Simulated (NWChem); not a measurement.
# C₄H₂ClF; SMILES C#C/C(=C\Cl)F

Problem. Give the equilibrium geometry at PBE0/def2-SVP (NWChem) as a list of bonds and angles, with the point group.

Solution. point group Cs; any orientation.
Bond lengths (Å): C1–C2 1.212, C1–H7 1.075, C2–C3 1.420, C3–F4 1.335, C3–C5 1.343, C5–Cl6 1.707, C5–H8 1.092. Bond angles (°): C2–C1–H7 179.7, C1–C2–C3 179.2, C2–C3–F4 115.4, C2–C3–C5 126.4, F4–C3–C5 118.2, C3–C5–Cl6 123.3, C3–C5–H8 120.2, Cl6–C5–H8 116.4.
